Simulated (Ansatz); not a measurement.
**Worked example: C3H5F3O + Y(CH3)2F → C2H2F4O + Y(CH3)3**

Species: C3H5F3O `CC(F)OC(F)F`, singlet; Y(CH3)2F, singlet; C2H2F4O (1,1′-oxybis[1,1-difluoromethane]) `FC(F)OC(F)F`, singlet; Y(CH3)3, singlet. The partners trade CH3 for F: C–CH3 and Y–F bonds give way to C–F and Y–CH3.

Shapes, held fixed at every level: PBE0-D4/def2-TZVP. Flexible molecules stand in one conformer, not always the lowest. Programs: Ansatz 0.2.0. Electronic energies: no zero-point or thermal term.

At CCSD(T)/def2-TZVPP; 1 Eh = 2625.50 kJ/mol:

| species | energy (Eh) |
| --- | --- |
| C3H5F3O | -491.476628 |
| Y(CH3)2F | -217.642951 |
| C2H2F4O | -551.374455 |
| Y(CH3)3 | -157.638934 |

Question: Work out ΔE of the reaction at this level.

Answer: 
1. Products less reactants: (-551.374455) + (-157.638934) − [(-491.476628) + (-217.642951)] = 0.106190 Eh = +278.8 kJ/mol.

Other levels give +279.2 (CCSD/def2-TZVPP) to +287.5 kJ/mol (wB97X-V/def2-TZVPP). No measured value is set beside it here. For atoms past krypton def2 sets carry core potentials with scalar relativity. Correlated rows may include outer-core shells of Y, which these sets cover unevenly.
